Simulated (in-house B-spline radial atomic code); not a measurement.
**LC-wPBE excitations of the phosphorus ion P³⁺**

Method: LC-wPBE. Computed with a B-spline radial code for spherical atoms: linear response of the closed shell [Ne] 3s2 with the functional's adiabatic kernel; scalar-relativistic (spin-free one-electron X2C), finite nucleus, no spin-orbit coupling, no double excitations, S, P, D and F terms only.

Command:
```bash
python run_td.py task.json out
```
Settings (radii: box in bohr, nucleus in fm):
```
Z                        15
electrons                12
configuration            [Ne] 3s2
hamiltonian              x2c
method                   lc_wpbe
box_radius               23.08
rms_radius               3.1889
intervals                73
```

Run time, properties included: 0.8 s on 1 thread of Intel(R) Xeon(R) Platinum 8488C (Sapphire Rapids) (shared host).

The lowest states, in the order of their Tamm-Dancoff energies; the method's threshold (minus the highest occupied level) is 50.08 eV. Labels give the largest channel, * marks a mixed state, and oscillator strengths are full-response dipole values. Semilocal kernels can invert the small singlet-triplet splittings of Rydberg terms. Energies in eV:

```csv
state,full response,Tamm-Dancoff,oscillator strength
3s → 3p 3P,7.512,7.902,-
3s → 3p 1P,12.872,13.334,1.47
3s → 3d 3D,22.096,22.180,-
3s → 3d 1D,24.125,24.134,-
3s → 4s 3S,27.608,27.617,-
3s → 4s 1S,28.527,28.552,-
3s → 4p 3P,30.86,30.87,-
3s → 4p 1P,?,?,?
3s → 4d 3D,?,?,-
3s → 4d 1D,35.48,35.48,-
3s → 4f 3F,36.50,36.51,-
3s → 4f 1F,36.61,36.61,-
3s → 5s 3S,37.22,37.22,-
3s → 5s 1S,37.51,37.51,-
3s → 5p 3P,38.69,38.69,-
3s → 5p 1P,38.81,38.82,0.032
```

Q: Where does 3s → 4p 1P lie?

A: At 31.26 eV in full response, 31.29 eV in Tamm-Dancoff, oscillator strength 0.0576.

Q: Where does 3s → 4d 3D lie?

A: At 35.16 eV in full response, 35.17 eV in Tamm-Dancoff.

Q: How large is the singlet-triplet splitting of 3s → 3p (P terms) in Tamm-Dancoff?

A: 5.43 eV, from the unrounded values.

Q: What polarisabilities and dispersion coefficient does the method give?

A: Dipole 6.806 bohr³, quadrupole 13.32 bohr⁵, C6 17.3 hartree·bohr⁶ for two such species.
